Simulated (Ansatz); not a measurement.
One change: `C[SiH2][GaH][Cl]` becomes `C[SiH2][GaH2]`.

Ansatz, PBE0-D4/def2-TZVP geometries, multiplicity 1. Each molecule was computed in one conformer, which needn't be the lowest.

Scalar relativity is left out up to krypton.

```tsv
property	`C[SiH2][GaH][Cl]`
HOMO energy (PBE/def2-TZVPP) / eV	-6.42
LUMO energy (ωB97M-V/def2-TZVPP) / eV	-0.25
HOMO–LUMO gap (B3LYP/def2-TZVPP) / eV	5.15
size of the dipole moment (ωB97M-V/def2-TZVPP) / D	3.19
size of the dipole moment (PBE/def2-TZVPP) / D	3.08
HOMO energy (PBE0/def2-TZVPP) / eV	-7.56
```

Problem. What does the change do to each property? (Estimate.)

Solution. Ansatz gave: 
```
                                          property  `C[SiH2][GaH2]`  shift
                 HOMO energy (PBE/def2-TZVPP) / eV            -6.26   0.16
             LUMO energy (ωB97M-V/def2-TZVPP) / eV            -0.29  -0.04
             HOMO–LUMO gap (B3LYP/def2-TZVPP) / eV             4.87  -0.28
size of the dipole moment (ωB97M-V/def2-TZVPP) / D             0.90  -2.29
    size of the dipole moment (PBE/def2-TZVPP) / D             0.97  -2.11
                HOMO energy (PBE0/def2-TZVPP) / eV            -7.31   0.25
```

Dipoles are sizes alone; their direction can turn.

B3LYP here is the variant with VWN-RPA as its local correlation; programs differ in this.
